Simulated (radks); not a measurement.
Charge is removed step by step from the 4p down level of Nb+, starting from [Ar] 3d10 4s2 4p(up 3, down 3) 4d4. Method: scalar-relativistic Kohn-Sham, PBE, spin-polarised, spherical densities, finite nucleus; open shells are filled with parallel spins first (spin-orbit coupling, left out, can overturn this in heavy ions); Fermi nuclear charge, rms radius 4.324 fm; computed with a radial shooting solver on a logarithmic mesh with Libxc functionals.

[
 {"removed (e)": "0", "E - E(0) (eV)": "0.000", "eigenvalue (eV)": "-39.323", "E minus straight line (eV)": "0.000"},
 {"removed (e)": "0.1", "E - E(0) (eV)": "3.984", "eigenvalue (eV)": "-40.390", "E minus straight line (eV)": "-0.513"},
 {"removed (e)": "0.2", "E - E(0) (eV)": "8.076", "eigenvalue (eV)": "-41.483", "E minus straight line (eV)": "-0.918"},
 {"removed (e)": "0.3", "E - E(0) (eV)": "12.278", "eigenvalue (eV)": "-42.601", "E minus straight line (eV)": "-1.213"},
 {"removed (e)": "0.4", "E - E(0) (eV)": "16.593", "eigenvalue (eV)": "-43.742", "E minus straight line (eV)": "-1.395"},
 {"removed (e)": "0.5", "E - E(0) (eV)": "21.024", "eigenvalue (eV)": "-44.904", "E minus straight line (eV)": "-1.461"},
 {"removed (e)": "0.6", "E - E(0) (eV)": "25.571", "eigenvalue (eV)": "-46.085", "E minus straight line (eV)": "-1.411"},
 {"removed (e)": "0.7", "E - E(0) (eV)": "30.238", "eigenvalue (eV)": "-47.285", "E minus straight line (eV)": "-1.241"},
 {"removed (e)": "0.8", "E - E(0) (eV)": "35.025", "eigenvalue (eV)": "-48.503", "E minus straight line (eV)": "-0.950"},
 {"removed (e)": "0.9", "E - E(0) (eV)": "39.935", "eigenvalue (eV)": "-49.736", "E minus straight line (eV)": "-0.537"},
 {"removed (e)": "1", "E - E(0) (eV)": "44.970", "eigenvalue (eV)": "-50.985", "E minus straight line (eV)": "0.000"}
]

Removing the whole electron costs 44.970 eV by Delta-SCF, against 39.323 eV from minus the eigenvalue at the starting occupation. Slater's transition state (half an electron removed) gives 44.904 eV. Integrating minus the eigenvalue over the occupation (Janak's theorem) gives 44.987 eV. In this scalar-relativistic scheme the density is built from large components alone, so the theorem holds only approximately. The mean slope of the eigenvalue, de/dn, is 11.7 eV per electron.
